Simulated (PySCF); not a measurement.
Species: C6H6O.
Numbering: `[CH2:1]=[C:2]([CH3:3])[C:4]#[C:5][CH:6]=[O:7]` (hydrogens: H8, H9 on C1; H10, H11, H12 on C3; H13 on C6)

Cartesian coordinates in Å at the PBE0-D3(BJ)/def2-SVP level; atoms count from 1:
```xyz
13
C6H6O angstrom
C     -0.7219   -0.4422    1.8990
C     -0.6805   -0.3221    0.5591
C     -1.8706   -0.5476   -0.3310
C      0.5427    0.0366   -0.0836
C      1.5575    0.3395   -0.6877
C      2.7945    0.7051   -1.3349
O      2.9267    0.8463   -2.5256
H      0.1644   -0.2709    2.5130
H     -1.6509   -0.7164    2.4059
H     -2.0995    0.3607   -0.9096
H     -2.7561   -0.8243    0.2570
H     -1.6642   -1.3479   -1.0584
H      3.6499    0.8532   -0.6309
```

Computed with PySCF at wB97X-D/def2-SVPD, non-relativistic, on one gas-phase PBE0-D3(BJ)/def2-SVP geometry that isn't relaxed in the solvent. The solvent is an IEF-PCM continuum (cavity from Bondi-type radii × 1.2), and excitations are vertical TDDFT with non-equilibrium linear response and a frozen core. Specific hydrogen bonds and non-electrostatic terms are outside this model.

| run | E − E(gas) (kcal/mol) | HOMO (eV) | HOMO–LUMO gap (eV) | dipole (D) | lowest singlet (eV) | static polarisability (au) |
| --- | --- | --- | --- | --- | --- | --- |
| gas | 0.00 | -9.29 | 8.61 | 4.00 | 3.84 | 83.2 |
| P | -5.09 | -9.19 | 8.50 | 5.17 | 4.01 | 109.3 |
| Q | -2.68 | -9.22 | 8.55 | 4.61 | 3.93 | 96.0 |

**Question.** The runs were made in benzene and dichloromethane. Which run belongs to which solvent?

**Answer.** P = dichloromethane, Q = benzene. The dielectric constants are 2.271 (benzene), 8.93 (dichloromethane), and the energy falls further as ε rises. The optical constants n² used for the excitations are 2.25, 2.03 in the same order. In this model the ground state sees the solvent through ε alone.

**Question.** How constant is the ratio of the lowering to (ε − 1)/(2ε + 1)?

**Answer.** 
```json
{"solvent": "benzene", "(ε − 1)/(2ε + 1)": "0.229", "E − E(gas) (kcal/mol)": "-2.68", "ratio (kcal/mol)": "-11.7", "polarisation term (kcal/mol)": "-2.94"}
{"solvent": "dichloromethane", "(ε − 1)/(2ε + 1)": "0.420", "E − E(gas) (kcal/mol)": "-5.09", "ratio (kcal/mol)": "-12.1", "polarisation term (kcal/mol)": "-6.04"}
```

The ratio changes by +3.5 % in size from benzene to dichloromethane. The polarisation term is half the interaction of the solute with the induced surface charges.

The pairwise dispersion term of wB97X-D wasn't added to the energies; at a given geometry it leaves orbitals and properties as they are.
